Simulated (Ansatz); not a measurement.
Geometry optimisation of `C=C[CH2][Al]([F])[Cl]`.

```yaml
crystal:
  periodic: [false, false, false]
  atoms:
    - {symbol: C, position_ang: [-0.523105, -1.378920, -0.338167]}
    - {symbol: C, position_ang: [0.565322, -0.755132, 0.198030]}
    - {symbol: C, position_ang: [1.145092, 0.540213, -0.280598]}
    - {symbol: Al, position_ang: [-0.599599, 1.244055, 0.259973]}
    - {symbol: F, position_ang: [-1.735510, 1.560531, -0.937112]}
    - {symbol: Cl, position_ang: [-1.109920, 1.732366, 2.247318]}
    - {symbol: H, position_ang: [-0.964798, -2.262152, 0.146332]}
    - {symbol: H, position_ang: [-0.974969, -1.051340, -1.291254]}
    - {symbol: H, position_ang: [0.948148, -1.142156, 1.160831]}
    - {symbol: H, position_ang: [1.245177, 0.611466, -1.381633]}
    - {symbol: H, position_ang: [2.069462, 0.844068, 0.236879]}
basis:
  gaussian: {orbitals: def2-TZVP}
hamiltonian: {xc: pbe0, dispersion: d4}
relax: {f_tol: 0.005, max_steps: 150}
```

```sh
$ ansatz run in.yaml --threads 4 --pin off --events-out ev --progress --plain
```

Shortened log:

```
Functional definition: PBE0
mean field -25021.85831744 eV, -919.5363327413 hartree, gradient 6.1e-5 eV, S^2 0.000000; 0 other end points of the search recorded, 0 dependent functions left out
relax step   1: F+E_penalty+E_count = -25022.08252707 eV  Δ(F+E_penalty+E_count) = +0.000e0 eV  max|allowed force component| = 6.225e-1 eV/Å  Δτ_max = 0.0000 Å  (29 SCF iters, accepted)
mean field -25021.90794865 eV, -919.5381566546 hartree, gradient 1.1e-5 eV, S^2 0.000000; 0 other end points of the search recorded, 0 dependent functions left out
relax step   2: F+E_penalty+E_count = -25022.13358151 eV  Δ(F+E_penalty+E_count) = -5.105e-2 eV  max|allowed force component| = 3.768e-1 eV/Å  Δτ_max = 0.0311 Å  (33 SCF iters, accepted)
mean field -25021.91384336 eV, -919.5383732813 hartree, gradient 1.1e-5 eV, S^2 0.000000; 0 other end points of the search recorded, 0 dependent functions left out
relax step   3: F+E_penalty+E_count = -25022.14031927 eV  Δ(F+E_penalty+E_count) = -6.738e-3 eV  max|allowed force component| = 1.079e-1 eV/Å  Δτ_max = 0.0404 Å  (33 SCF iters, accepted)
mean field -25021.91546137 eV, -919.5384327419 hartree, gradient 1.1e-5 eV, S^2 0.000000; 0 other end points of the search recorded, 0 dependent functions left out
relax step   4: F+E_penalty+E_count = -25022.14192915 eV  Δ(F+E_penalty+E_count) = -1.610e-3 eV  max|allowed force component| = 6.632e-2 eV/Å  Δτ_max = 0.0397 Å  (32 SCF iters, accepted)
mean field -25021.91603568 eV, -919.5384538473 hartree, gradient 1.1e-5 eV, S^2 0.000000; 0 other end points of the search recorded, 0 dependent functions left out
relax step   5: F+E_penalty+E_count = -25022.14239962 eV  Δ(F+E_penalty+E_count) = -4.705e-4 eV  max|allowed force component| = 1.753e-2 eV/Å  Δτ_max = 0.0054 Å  (34 SCF iters, accepted)
mean field -25021.91606132 eV, -919.5384547895 hartree, gradient 1.1e-5 eV, S^2 0.000000; 0 other end points of the search recorded, 0 dependent functions left out
relax step   6: F+E_penalty+E_count = -25022.14244402 eV  Δ(F+E_penalty+E_count) = -4.440e-5 eV  max|allowed force component| = 6.962e-3 eV/Å  Δτ_max = 0.0029 Å  (35 SCF iters, accepted)
mean field -25021.91606938 eV, -919.5384550857 hartree, gradient 1.1e-5 eV, S^2 0.000000; 0 other end points of the search recorded, 0 dependent functions left out
relax step   7: F+E_penalty+E_count = -25022.14248418 eV  Δ(F+E_penalty+E_count) = -4.016e-5 eV  max|allowed force component| = 6.420e-3 eV/Å  Δτ_max = 0.0058 Å  (34 SCF iters, accepted)
mean field -25021.91608523 eV, -919.5384556684 hartree, gradient 1.1e-5 eV, S^2 0.000000; 0 other end points of the search recorded, 0 dependent functions left out
relax step   8: F+E_penalty+E_count = -25022.14249175 eV  Δ(F+E_penalty+E_count) = -7.570e-6 eV  max|allowed force component| = 3.977e-3 eV/Å  Δτ_max = 0.0027 Å  (35 SCF iters, accepted)
mean field -25021.91608523 eV, -919.5384556684 hartree, gradient 1.1e-5 eV, S^2 0.000000; 1 other end points of the search recorded, 0 dependent functions left out
Total energy: -25022.14252528 eV, -919.5467771865 hartree
Atom 0 at    -0.510768    -1.367909    -0.338143 Å, force     0.002678    -0.002414     0.002601 eV/Å
Atom 1 at     0.554673    -0.749200     0.202073 Å, force    -0.001400    -0.002045    -0.000765 eV/Å
Atom 2 at     1.127865     0.536300    -0.281631 Å, force    -0.001775     0.000500    -0.002408 eV/Å
Atom 3 at    -0.603757     1.236105     0.251099 Å, force     0.003432     0.002447     0.003977 eV/Å
Atom 4 at    -1.727428     1.561346    -0.909207 Å, force    -0.001705    -0.000015    -0.001622 eV/Å
Atom 5 at    -1.080818     1.712169     2.228972 Å, force    -0.000325    -0.000024    -0.000956 eV/Å
Atom 6 at    -0.952362    -2.234341     0.136446 Å, force     0.000076     0.000120     0.000711 eV/Å
Atom 7 at    -0.935352    -1.054798    -1.288829 Å, force    -0.000367     0.001504    -0.002746 eV/Å
Atom 8 at     0.921170    -1.117217     1.158441 Å, force    -0.000387    -0.000194    -0.000188 eV/Å
Atom 9 at     1.234284     0.585822    -1.365971 Å, force     0.000056    -0.000150     0.000794 eV/Å
Atom 10 at     2.037794     0.834722     0.227348 Å, force    -0.000280     0.000272     0.000604 eV/Å
Dipole moment:     0.430422    -0.366583    -0.089027 e Å
```

It took 44 s on 4 threads of a server CPU on a shared host, with 0.7 GiB of host memory at the peak.
